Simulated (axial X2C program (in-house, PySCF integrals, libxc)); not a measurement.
## Correcting the dissociation energy of BeBr⁺ for spin–orbit coupling

A spin-free CCSD(T) curve (one-electron X2C) was computed with an in-house all-electron X2C program for linear molecules (integrals from PySCF), basis Br dyall-cv3z [8s9p6d4f1g], Be dyall-cv3z [8s8p3d1f] (cores contracted in-house), for the state M_S = 0, Λ = 0 (closed shell). It gives D0 = 3.938 eV to Br + Be+, which in a spin-free picture are the weighted means of the ground terms.

Correlated methods: 8 electrons correlated (number of frozen shells: Br 3 s, 2 p, 1 d; Be 1 s), 192 virtual spin orbitals or spinors in MP2, 84 natural virtuals in coupled cluster.

Measured levels of the ground terms (NIST Handbook of Basic Atomic Spectroscopic Data), in cm⁻¹: Br 2P: J = 3/2 at 0, J = 1/2 at 3685.2; Be+ 2S: J = 1/2 at 0.

The molecular state has Λ = 0, so it has no first-order lowering.

Q: How far does each ground level lie under the (2J+1)-weighted mean of its term?

A: Br: (4 × 0 + 2 × 3685.2)/6 = 1228 cm⁻¹; Be+: a single level, 0.

Q: Correct D0.

A: D0 = 3.938 + (0 − 1228)/8065.5 = 3.786 eV at CCSD(T) with these spin–orbit terms. The direct two-component run gives 3.798 eV; the difference holds second-order terms in the molecule, scalar two-electron terms, the gap between measured and computed atomic splittings (a 2c atom can miss part of its lowering) and, in coupled cluster, the truncation of each run.

Second-order spin–orbit effects in the molecule, which grow quickly with Z, are left out. Occupations by symmetry block were frozen at the best pattern of an incomplete PBE0 search. De is counted from the lowest determinant-based energies of the atoms at the same level, without counterpoise correction. CCSD and (T) use frozen natural virtuals with an MP2 correction for the truncation; (T) itself is uncorrected, so its De runs slightly low.
